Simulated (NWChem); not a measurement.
C$_{4}$H$_{3}$N$_{2}$, doublet; SMILES [c]1ccncn1

In the optimisation the excess spin sits in a' (Cs, its own frame). Not confirmed as a minimum by frequencies.

### Question
Give the equilibrium geometry at PBE0/def2-SVP, spin-unrestricted (NWChem) as an XYZ file, with the point group.

### Answer
point group Cs; any orientation.
```
9

C      1.3487     0.1798     0.0000
C      0.5222     1.2949     0.0000
C     -0.8377     0.9767     0.0000
N     -1.2895    -0.2779     0.0000
C     -0.3868    -1.2440     0.0000
N      0.9382    -1.0373     0.0000
H      0.8807     2.3255     0.0000
H     -1.5929     1.7727     0.0000
H     -0.7406    -2.2809     0.0000
```
